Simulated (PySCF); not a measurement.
The free ion Co4+ in its d5 configuration.

Method (PySCF 2.14, density fitting): CASSCF(5,5) with orbitals averaged over all microstates of the shell, strongly contracted NEVPT2 on the averaged canonical orbitals; basis x2c-TZVPall; spin-free X2C; gas phase; spin-orbit coupling by state interaction with the mean-field operator over all roots.

CASSCF energies above the lowest CASSCF root:

```csv
state,CASSCF / cm⁻¹
6S,0
4G,42034
4P,48623
4D,52259
2I,59951
2D,68229
2F,69462
4F,70534
2H,73844
2G,76019
2F,81862
2S,90626
2D,100136
2G,110361
2P,135193
2D,145936
```

Question: How does dynamic correlation (SC-NEVPT2) move these states?

Answer: 
```csv
state,NEVPT2 / cm⁻¹,shift / cm⁻¹
6S,0,0
4G,39769,-2265
4P,44264,-4360
4D,47927,-4332
2I,57772,-2179
2D,62224,-6005
2F,63912,-5550
4F,65263,-5270
2H,69499,-4345
2G,70612,-5406
2F,75261,-6601
2S,82308,-8318
2D,91568,-8568
2G,102127,-8234
2P,123293,-11900
2D,133557,-12378
```

In the ligand-field fit B goes from 1461 to 1304 cm⁻¹, C goes from 5486 to 5190 cm⁻¹.
